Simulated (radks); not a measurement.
Values are calculated unless marked as measured or tabulated.
Excited configurations of neutral magnesium: one electron is placed in a higher orbital outside [Ne] 3s1. The ground configuration is [Ne] 3s2. Code: a radial shooting solver on a logarithmic mesh with Libxc functionals. Model: Dirac Kohn-Sham, PBE, spin-unpolarised, spherical densities, finite nucleus; open shells fill j = l - 1/2 first; Fermi nuclear charge, rms radius 3.057 fm. Excitation = E - E(ground); binding = E(ion) - E, where the ion is the core of charge +1; n* = 1/sqrt(2 binding) in atomic units, and the quantum defect is n - n*.

outer orbital  excitation (eV)  binding (eV)     n*  quantum defect  eigenvalue (eV)  <r> (bohr)
4p1/2                    6.106         1.854  2.709           1.291           -1.042       10.74
4d3/2                    6.857         1.103  3.511           0.489           -0.599       17.12
5f5/2                    7.329         0.631  4.642           0.358           -0.366       29.30

Estimate the row for 4f5/2.

Answer. excitation (eV) 7.047; binding (eV) 0.913; n* 3.860; quantum defect 0.140; eigenvalue (eV) -0.434; <r> (bohr) 17.29. The Delta-SCF ionisation energy is 7.960 eV (NIST Atomic Spectra Database: 7.646 eV, measured). Self-interaction in the functional shifts the binding energies and quantum defects, so they are the method's values and not measured ones. Spin polarisation and multiplet splitting are left out, so open shells lie too high by an amount that depends on their filling.

Beside tabulated values, note that spin-unpolarised runs miss the spin-polarisation part of the exchange energy of open shells.
